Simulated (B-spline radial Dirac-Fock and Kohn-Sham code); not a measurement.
Relativistic shifts of the levels of Ru²⁹⁺

System: the Ru²⁹⁺ ion, [Ne] 3s2 3p3.

Both columns are ΔSCF binding energies of the configuration average from an atomic code on a B-spline grid: non-relativistic Hartree-Fock with a point nucleus, and Dirac-Fock with a finite nucleus and the Coulomb interaction alone, averaged over the two j levels with weights 2j+1.

```
shell  Hartree-Fock (eV)  Dirac-Fock (eV)  shift (eV)  shift (%)
   1s            23092.7          23702.6     +609.95      +2.64
   2s             4536.0           4690.9     +154.90      +3.41
   3s             1714.3           1757.5      +43.13      +2.52
   3p             1637.4           1654.5      +17.07      +1.04
```

Relativity binds 1s, 2s, 3s, 3p more strongly, among those listed most of all 2s in relative terms.

Values without a named source are computed, but for edge energies of neutral atoms, which are taken from tables.
